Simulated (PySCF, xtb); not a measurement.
BH₃, SMILES B. Atoms are numbered in the order given.

```xyz
4

B      0.0000     0.0000     0.0000
H     -1.1935     0.0000     0.0000
H      0.5967    -1.0336     0.0000
H      0.5967     1.0336     0.0000
```
Charge 0, spin multiplicity 1.

Geometry optimised at PBE0-D3(BJ)/def2-TZVPD. The isomer is the one that the SMILES or the coordinates give; other isomers of the formula were not compared.

Method: C-PCM-B3LYP/def2-TZVPD (PySCF).

The values are the electrostatic part of the solvation free energy, E(continuum) − E(gas) at the gas-phase geometry, in a cavity of scaled van der Waals radii (PySCF's table); cavitation and dispersion terms are not included. In vacuum the orbital gap is 7.51 eV. The dipole moment in vacuum is 0.00 D.

**Question.** Estimate the values in water (ε = 78.36), diethylether (ε = 4.24), methanol (ε = 32.61). (Estimate from the structure and the level; the computed values follow.)

**Answer.** 
```csv
solvent,ε,ΔG(elec) (kcal/mol),dipole (D),gap (eV)
water,78.36,-0.4,0.00,7.59
diethylether,4.24,-0.3,0.00,7.57
methanol,32.61,-0.4,0.00,7.59
```

For comparison, GFN2-xTB/ALPB(water) (xtb, at the GFN2-xTB geometry, all terms of that model) gives -0.8 kcal/mol.
